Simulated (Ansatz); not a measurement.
trisilylphosphine (H₉PSi₃), SMILES [SiH3]P([SiH3])[SiH3].

The structure is a stationary point at r2SCAN-D4/def2-SVP.

Two levels are set side by side: PBE/def2-TZVPD (Ansatz, a first-principles code) and CAM-B3LYP/def2-TZVPD (Ansatz). Energy differences of separate SCF runs at the same geometry; the states with an electron removed or added have multiplicity 2 and 2. Differences are taken from unrounded values.

```json
[
 {"quantity": "vertical ionisation energy (eV)", "PBE": "8.97"},
 {"quantity": "vertical singlet–triplet gap (eV)", "PBE": "5.07"}
]
```

Q: These are the PBE values. What does CAM-B3LYP give? (The exact figures need the calculation; the answer reports its results.)

A: 
```json
[
 {"quantity": "vertical ionisation energy (eV)", "CAM-B3LYP": "9.12", "PBE minus CAM-B3LYP": "-0.15"},
 {"quantity": "vertical singlet–triplet gap (eV)", "CAM-B3LYP": "5.44", "PBE minus CAM-B3LYP": "-0.38"}
]
```
